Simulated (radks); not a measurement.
Removal energies from the strontium ion Sr13+, [Ar] 3d(3/2: 4, 5/2: 3), by Delta-SCF beside the eigenvalue of the level emptied. All-electron calculation, Dirac Kohn-Sham, PBE, spin-unpolarised, spherical densities, finite nucleus; Fermi nuclear charge, rms radius of each element as measured or else 0.836 A^(1/3) + 0.57 fm. Program: a radial shooting solver on a logarithmic mesh with Libxc functionals. Sub-shells are occupied by j as written (lower j first in brackets).

\begin{tabular}{lrrr}
removed from & final configuration & Delta-SCF (eV) & -eigenvalue (eV) \\ \hline
3d5/2 & [Ar] 3d(3/2: 4, 5/2: 2) & 458.39 & 434.80 \\
3d3/2 & [Ar] 3d(3/2: 3, 5/2: 3) & 460.70 & 437.00 \\
3p3/2 & [Ne] 3s2 3p(1/2: 2, 3/2: 3) 3d(3/2: 4, 5/2: 3) & 580.50 & 558.04 \\
3p1/2 & [Ne] 3s2 3p(1/2: 1, 3/2: 4) 3d(3/2: 4, 5/2: 3) & 592.51 & 569.71 \\
\end{tabular}
